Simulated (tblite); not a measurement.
Start geometry of `CN(C)c1cc(Cl)cc2c1C=C2` from a force field or distance geometry (Å):
```
atom  x, y, z in Å
C1    -2.598    0.841    0.190
N2    -1.527   -0.118    0.078
C3    -1.858   -1.541    0.060
C4    -0.205    0.288    0.013
C5     0.195    1.634    0.054
C6     1.559    2.043   -0.025
Cl7    1.938    3.730    0.013
C8     2.609    1.126   -0.117
C9     2.184   -0.167   -0.141
C10    0.871   -0.558   -0.072
C11    1.323   -1.999   -0.160
C12    2.623   -1.596   -0.222
H13   -2.514    1.444    1.113
H14   -2.615    1.508   -0.682
H15   -3.590    0.366    0.235
H16   -1.537   -1.999   -0.867
H17   -1.423   -2.063    0.910
H18   -2.951   -1.700    0.117
H19   -0.551    2.425    0.128
H20    3.649    1.404   -0.169
H21    0.825   -2.954   -0.159
H22    3.582   -2.096   -0.300
```

What comes out of this run: GFN2-xTB geometry optimisation, gas phase (tblite 0.8.0)?

```
atom  x, y, z in Å
C1    -2.5842    0.8710    0.1911
N2    -1.5295   -0.1028    0.0863
C3    -1.8335   -1.5096    0.0589
C4    -0.2148    0.2640    0.0213
C5     0.1838    1.6422    0.0485
C6     1.4939    2.0213   -0.0177
Cl7    1.8714    3.7122    0.0220
C8     2.5763    1.1059   -0.1181
C9     2.1884   -0.1873   -0.1418
C10    0.8338   -0.6128   -0.0751
C11    1.3288   -2.0334   -0.1580
C12    2.6093   -1.6339   -0.2217
H13   -2.4845    1.4724    1.1007
H14   -2.5929    1.5440   -0.6724
H15   -3.5431    0.3594    0.2284
H16   -1.4697   -1.9652   -0.8675
H17   -1.3619   -2.0246    0.9019
H18   -2.9087   -1.6586    0.1188
H19   -0.5695    2.4085    0.1230
H20    3.5945    1.4548   -0.1672
H21    0.8398   -2.9892   -0.1641
H22    3.5616   -2.1190   -0.2983
```

The energy falls by 21.7 kJ/mol over 24 L-BFGS steps, the largest force on an atom goes from 2.32 to 0.009 eV/Å, and the atoms move by 0.048 Å rms after alignment. The bond that changes most is C5–C6 (aromatic CH carbon to aromatic C–Cl carbon), which shortens by 0.060 Å. Bonds longer at the end by more than 0.005 Å: 6 of 23; shorter: 11. Among the angles that change most is C4–C10–C11, from 145.7° to 149.2°. Rotational constants go from 1142, 652.9, 417.6 to 1129, 668.5, 422.2 MHz. The orientation of the end geometry is arbitrary; only internal coordinates are fixed.

The run took 0.24 s on an Arm Neoverse V2 with one thread, shared host with 32 logical CPUs at a one-minute load of 29.

GFN2-xTB frequencies show an imaginary mode (96i cm⁻¹), so the point is no minimum at that level. 2 starts were optimised and ended at 0.00 and 0.44 kcal/mol (GFN2-xTB); the lowest of these is shown.

All values are computed, not measured.
